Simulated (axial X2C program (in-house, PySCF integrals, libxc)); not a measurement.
## Bond lengths and stretching modes, held linear, of MnOH⁺

Calculated with an in-house all-electron X2C program for linear molecules (integrals from PySCF): two-component X2C with atomic mean-field Coulomb and Gaunt terms, Gaussian nuclei, basis Mn dyall-v3z, O dyall-av3z, H dyall-v3z with contracted cores. Spin-free rows use the one-electron spin-free X2C Hamiltonian.

Masses Mn 54.938, O 15.995, H 1.008 u. States: 2c Ω = 5/2 (beyond evenly filled blocks: ω = 5/2); spin-free M_S = 5/2, Λ = 0 (beyond evenly filled blocks: σα, π+α, π-α, δ+α, δ-α).

HF, 2c: energies above the lowest point

| r(Mn–O) (Å) | r(O–H) (Å) | E (meV) |
| --- | --- | --- |
| 1.6741 | 0.9340 | 173.22 |
| 1.6741 | 0.9580 | 188.04 |
| 1.6741 | 0.9819 | 233.68 |
| 1.7170 | 0.9340 | 49.34 |
| 1.7170 | 0.9580 | 64.49 |
| 1.7170 | 0.9819 | 110.49 |
| 1.7170 | 1.0059 | 182.96 |
| 1.7599 | 0.9340 | 0.00 |
| 1.7599 | 0.9580 | 15.31 |
| 1.7599 | 0.9819 | 61.48 |
| 1.8029 | 0.9580 | 27.40 |
| 1.8029 | 1.0059 | 146.26 |

Question: Fit a quadratic surface with cubic terms in each bond: where is the minimum, and what are the two stretching wavenumbers?

Answer: At HF, 2c: bonds 1.772 and 0.935 Å; harmonic stretches 807.5 and 4206.9 cm⁻¹; force constants 5, 9.87 and coupling 0.03 mdyn/Å.

The other levels and Hamiltonians give:

```csv
Hamiltonian,level,r(Mn–O) (Å),r(O–H) (Å),lower stretch (cm⁻¹),upper stretch (cm⁻¹)
2c,PBE0,1.717,0.957,831.0,3932.6
2c,r2SCAN,1.714,0.960,825.6,3872.3
2c,MP2,1.751,0.958,804.0,3925.4
spin-free,PBE0,1.717,0.957,831.1,3932.3
spin-free,HF,1.772,0.935,807.7,4206.7
spin-free,r2SCAN,1.713,0.960,825.8,3872.1
spin-free,MP2,1.751,0.958,804.2,3925.3
```

Each state is one determinant, the lowest of a limited PBE0 search; the stretches come from a fit to these few points and carry an uncertainty of a few per cent. Other orders of the atoms were not compared. MP2 freezes inner shells (threshold -2 hartree). The molecule was held linear; bending was not examined, so a bent shape may lie lower. Note: several unpaired electrons, one determinant need not be a pure state.
